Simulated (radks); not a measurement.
Tm8+, 61 electrons, occupied as [Kr] 4d10 4f11 5s2 5p2. Method: Dirac Kohn-Sham, PBE, spin-unpolarised, spherical densities, point nucleus; open shells fill j = l - 1/2 first; computed with a radial shooting solver on a logarithmic mesh with Libxc functionals. Some entries of the table are withheld. Estimate them.

orbital,occ.,eigenvalue (hartree),<r> (bohr),r(max) (bohr)
1s1/2,2,-2181.148,0.02001,0.01261
2s1/2,2,-371.7941,0.08429,(1)
2p1/2,2,-354.5746,0.07007,0.05403
2p3/2,4,-318.5477,0.07746,0.06035
3s1/2,2,-87.29473,0.2205,0.2034
3p1/2,2,-79.72436,0.2103,0.1912
3p3/2,4,-72.11626,0.2241,0.2043
3d3/2,4,-59.21589,0.1973,0.1611
3d5/2,6,-57.55322,0.2016,0.1648
4s1/2,2,-21.03584,0.4968,0.4645
4p1/2,2,-17.98883,0.5049,0.4662
4p3/2,4,-16.26259,0.5363,0.4940
4d3/2,4,(2),0.5606,0.4953
4d5/2,6,(3),0.5714,0.5042
5s1/2,2,-6.22962,1.129,1.048
5p1/2,2,(4),(5),1.115
5p3/2,0,(6),(7),1.179
4f5/2,6,-4.78875,0.6744,0.4847
4f7/2,5,-4.73682,0.6819,0.4895

Answer. 
(1) 2s1/2 r(max) (bohr): 0.07206
(2) 4d3/2 eigenvalue (hartree): -11.24556
(3) 4d5/2 eigenvalue (hartree): -10.92891
(4) 5p1/2 eigenvalue (hartree): -5.27991
(5) 5p1/2 <r> (bohr): 1.212
(6) 5p3/2 eigenvalue (hartree): -4.97248
(7) 5p3/2 <r> (bohr): 1.278
